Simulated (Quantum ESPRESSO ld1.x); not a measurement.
Results of a calculation; reference values are marked as such.
Problem. All-electron atom: Pt3+ in [Xe] 4f14 5d7 (the NIST ground configuration). Code: ld1.x of Quantum ESPRESSO 7.5. Model: Dirac Kohn-Sham, revPBE, spin-unpolarised, spherical densities, point nucleus; open shells fill j = l - 1/2 first. Some entries of the table are withheld. Estimate them.

orbital,occ.,eigenvalue (eV),<1/r> (bohr^-1),<r> (bohr)
1s1/2,2,-78351.7,94.04,0.01714
2s1/2,2,-13782.3,23.06,0.07168
2p1/2,2,-13208.2,23.00,0.05906
2p3/2,4,-11479.1,18.86,0.06750
3s1/2,2,(1),8.463,0.1865
3p1/2,2,-3006.84,8.373,0.1768
3p3/2,4,-2626.71,7.295,0.1923
3d3/2,4,-2199.87,7.192,0.1676
3d5/2,6,-2117.96,6.945,0.1723
4s1/2,2,-728.933,3.575,0.4149
4p1/2,2,-619.941,3.463,0.4179
4p3/2,4,-529.430,3.090,0.4517
4d3/2,4,-351.245,2.885,0.4617
4d5/2,6,-334.414,2.798,0.4729
5s1/2,2,-136.359,1.437,0.9505
4f5/2,6,(2),2.408,0.5121
4f7/2,8,(3),2.374,0.5194
5p1/2,2,(4),1.312,1.028
5p3/2,4,(5),1.178,1.122
5d3/2,4,-39.4758,0.8890,1.463
5d5/2,3,-37.8383,0.8599,1.508

Solution. 
(1) 3s1/2 eigenvalue (eV): -3263.92
(2) 4f5/2 eigenvalue (eV): -106.838
(3) 4f7/2 eigenvalue (eV): -103.382
(4) 5p1/2 eigenvalue (eV): -101.498
(5) 5p3/2 eigenvalue (eV): -86.3452
